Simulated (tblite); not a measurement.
Parent: `[F:1][CH2:2][C@H:3]1[CH2:4][NH:5][SiH2:6][NH:7]1` with F1–C2–C3–C4 65°, C2–C3–C4–N5 155°, C3–C4–N5–Si6 -29°, C4–N5–Si6–N7 13°, N5–Si6–N7–C3 10°, C3H9FN2Si.

The geometries are computed with GFN2-xTB (gas phase). One conformer each, not checked by frequencies here.

```
coordinate of the parent    value
                   F1–C2  1.373 Å
                   C2–C3  1.528 Å
                   C3–C4  1.533 Å
                   C4–N5  1.445 Å
                  N5–Si6  1.719 Å
                  Si6–N7  1.725 Å
                   C3–N7  1.444 Å
                F1–C2–C3   110.5°
                C2–C3–C4   111.9°
                C2–C3–N7   109.9°
                C4–C3–N7   106.1°
                C3–C4–N5   106.1°
               C4–N5–Si6   112.1°
               N5–Si6–N7    92.1°
               C3–N7–Si6   112.4°
```

Question: How does the shared frame change in `[F:1][CH2:2][C@@H:3]1[CH2:4][NH:5][Si@H:6]([CH2:7][F:8])[NH:9]1` with F1–C2–C3–C4 178°, N5–Si6–C7–F8 173°, C2–C3–C4–N5 -84°, C3–C4–N5–Si6 -36°, C4–N5–Si6–C7 143°, N5–Si6–N9–C3 2°, C4H10F2N2Si? Atoms pair as F1 = F1, C2 = C2, C3 = C3, C4 = C4, N5 = N5, Si6 = Si6, N7 = N9 (parent first).

Answer: 
```tsv
parent	relative	value in the relative	change
F1–C2	F1–C2	1.375 Å	+0.002
C2–C3	C2–C3	1.532 Å	+0.004
C3–C4	C3–C4	1.531 Å	-0.002
C4–N5	C4–N5	1.447 Å	+0.002
N5–Si6	N5–Si6	1.725 Å	+0.006
Si6–N7	Si6–N9	1.716 Å	-0.009
C3–N7	C3–N9	1.443 Å	-0.001
F1–C2–C3	F1–C2–C3	110.0°	-0.5
C2–C3–C4	C2–C3–C4	110.2°	-1.7
C2–C3–N7	C2–C3–N9	111.6°	+1.7
C4–C3–N7	C4–C3–N9	105.9°	-0.2
C3–C4–N5	C3–C4–N5	105.9°	-0.2
C4–N5–Si6	C4–N5–Si6	109.7°	-2.4
N5–Si6–N7	N5–Si6–N9	92.4°	+0.3
C3–N7–Si6	C3–N9–Si6	112.7°	+0.3
```

Of the parent's bonds, Si6–N7 changes most (-0.009 Å). Bonds of the relative outside the shared frame: Si6–C7 1.913, C7–F8 1.382 Å. Point group C1 → C1.

Question: How does the shared frame change in `[CH2:1]=[N:2][Si@@H:3]1[NH:4][CH2:5][C@@H:6]([CH2:7][F:8])[NH:9]1` with C1–N2–Si3–N4 -122°, C5–C6–C7–F8 -72°, N2–Si3–N4–C5 -102°, Si3–N4–C5–C6 -27°, N4–C5–C6–C7 -82°, C5–C6–N9–Si3 -35°, C4H10FN3Si? Atoms pair as F1 = F8, C2 = C7, C3 = C6, C4 = C5, N5 = N4, Si6 = Si3, N7 = N9 (parent first).

Answer: 
| parent | relative | value in the relative | change |
| --- | --- | --- | --- |
| F1–C2 | F8–C7 | 1.374 Å | +0.001 |
| C2–C3 | C7–C6 | 1.532 Å | +0.004 |
| C3–C4 | C6–C5 | 1.529 Å | -0.004 |
| C4–N5 | C5–N4 | 1.447 Å | +0.002 |
| N5–Si6 | N4–Si3 | 1.719 Å | 0.000 |
| Si6–N7 | Si3–N9 | 1.719 Å | -0.006 |
| C3–N7 | C6–N9 | 1.439 Å | -0.005 |
| F1–C2–C3 | F8–C7–C6 | 110.8° | +0.3 |
| C2–C3–C4 | C7–C6–C5 | 110.5° | -1.4 |
| C2–C3–N7 | C7–C6–N9 | 111.4° | +1.5 |
| C4–C3–N7 | C5–C6–N9 | 105.7° | -0.4 |
| C3–C4–N5 | C6–C5–N4 | 106.3° | +0.2 |
| C4–N5–Si6 | C5–N4–Si3 | 110.8° | -1.3 |
| N5–Si6–N7 | N4–Si3–N9 | 93.3° | +1.2 |
| C3–N7–Si6 | C6–N9–Si3 | 109.9° | -2.5 |

Of the parent's bonds, Si6–N7 and C3–N7 change most and about equally (-0.006 to -0.005 Å). Bonds of the relative outside the shared frame: C1=N2 1.246, N2–Si3 1.727 Å. Point group C1 → C1.

Question: How does the shared frame change in `[CH2:1]=[CH:2][Si@@H:3]1[NH:4][CH2:5][C@@H:6]([CH2:7][F:8])[NH:9]1` with C1–C2–Si3–N4 -144°, C5–C6–C7–F8 -169°, C2–Si3–N4–C5 -140°, Si3–N4–C5–C6 34°, N4–C5–C6–C7 -155°, C5–C6–N9–Si3 22°, C5H11FN2Si? Atoms pair as F1 = F8, C2 = C7, C3 = C6, C4 = C5, N5 = N4, Si6 = Si3, N7 = N9 (parent first).

Answer: 
| parent | relative | value in the relative | change |
| --- | --- | --- | --- |
| F1–C2 | F8–C7 | 1.375 Å | +0.002 |
| C2–C3 | C7–C6 | 1.527 Å | -0.001 |
| C3–C4 | C6–C5 | 1.532 Å | -0.001 |
| C4–N5 | C5–N4 | 1.442 Å | -0.003 |
| N5–Si6 | N4–Si3 | 1.726 Å | +0.007 |
| Si6–N7 | Si3–N9 | 1.721 Å | -0.004 |
| C3–N7 | C6–N9 | 1.443 Å | -0.001 |
| F1–C2–C3 | F8–C7–C6 | 110.3° | -0.2 |
| C2–C3–C4 | C7–C6–C5 | 111.1° | -0.8 |
| C2–C3–N7 | C7–C6–N9 | 110.9° | +1.0 |
| C4–C3–N7 | C5–C6–N9 | 106.2° | +0.1 |
| C3–C4–N5 | C6–C5–N4 | 106.2° | +0.1 |
| C4–N5–Si6 | C5–N4–Si3 | 110.8° | -1.3 |
| N5–Si6–N7 | N4–Si3–N9 | 91.9° | -0.2 |
| C3–N7–Si6 | C6–N9–Si3 | 113.1° | +0.7 |

Of the parent's bonds, N5–Si6 changes most (+0.007 Å). Bonds of the relative outside the shared frame: C1=C2 1.322, C2–Si3 1.879 Å. Point group C1 → C1.

Question: How does the shared frame change in `[F:1][CH2:2][C@@H:3]1[CH2:4][NH:5][Si@H:6]([NH:7][SiH3:8])[NH:9]1` with F1–C2–C3–C4 -71°, N5–Si6–N7–Si8 101°, C2–C3–C4–N5 -82°, C3–C4–N5–Si6 -36°, C4–N5–Si6–N7 139°, N5–Si6–N9–C3 5°, C3H12FN3Si2? Atoms pair as F1 = F1, C2 = C2, C3 = C3, C4 = C4, N5 = N5, Si6 = Si6, N7 = N9 (parent first).

Answer: 
```
   parent   relative  value in the relative  change
    F1–C2      F1–C2                1.374 Å  +0.001
    C2–C3      C2–C3                1.533 Å  +0.005
    C3–C4      C3–C4                1.531 Å  -0.002
    C4–N5      C4–N5                1.446 Å  +0.001
   N5–Si6     N5–Si6                1.723 Å  +0.004
   Si6–N7     Si6–N9                1.721 Å  -0.004
    C3–N7      C3–N9                1.438 Å  -0.006
 F1–C2–C3   F1–C2–C3                 110.8°    +0.3
 C2–C3–C4   C2–C3–C4                 110.2°    -1.7
 C2–C3–N7   C2–C3–N9                 111.2°    +1.3
 C4–C3–N7   C4–C3–N9                 105.8°    -0.3
 C3–C4–N5   C3–C4–N5                 105.8°    -0.3
C4–N5–Si6  C4–N5–Si6                 109.9°    -2.2
N5–Si6–N7  N5–Si6–N9                  92.3°    +0.2
C3–N7–Si6  C3–N9–Si6                 112.4°     0.0
```

Of the parent's bonds, C2–C3 and C3–N7 change most and about equally (-0.006 to +0.005 Å). Bonds of the relative outside the shared frame: Si6–N7 1.727, N7–Si8 1.726 Å. Point group C1 → C1.

Question: How does the shared frame change in `[F:1][CH2:2][C@@H:3]1[CH2:4][NH:5][Si@@H:6]([F:7])[NH:8]1` with F1–C2–C3–C4 54°, C2–C3–C4–N5 -108°, C3–C4–N5–Si6 6°, C4–N5–Si6–F7 -130°, N5–Si6–N8–C3 28°, C3H8F2N2Si? Atoms pair as F1 = F1, C2 = C2, C3 = C3, C4 = C4, N5 = N5, Si6 = Si6, N7 = N8 (parent first).

Answer: 
```csv
parent,relative,value in the relative,change
F1–C2,F1–C2,1.373 Å,0.000
C2–C3,C2–C3,1.535 Å,+0.007
C3–C4,C3–C4,1.545 Å,+0.012
C4–N5,C4–N5,1.444 Å,-0.001
N5–Si6,N5–Si6,1.705 Å,-0.014
Si6–N7,Si6–N8,1.714 Å,-0.011
C3–N7,C3–N8,1.439 Å,-0.005
F1–C2–C3,F1–C2–C3,110.7°,+0.2
C2–C3–C4,C2–C3–C4,110.8°,-1.1
C2–C3–N7,C2–C3–N8,112.3°,+2.4
C4–C3–N7,C4–C3–N8,106.9°,+0.8
C3–C4–N5,C3–C4–N5,108.1°,+2.0
C4–N5–Si6,C4–N5–Si6,113.8°,+1.7
N5–Si6–N7,N5–Si6–N8,90.9°,-1.2
C3–N7–Si6,C3–N8–Si6,111.9°,-0.5
```

Of the parent's bonds, N5–Si6 changes most (-0.014 Å). Bonds of the relative outside the shared frame: Si6–F7 1.610 Å. Point group C1 → C1.
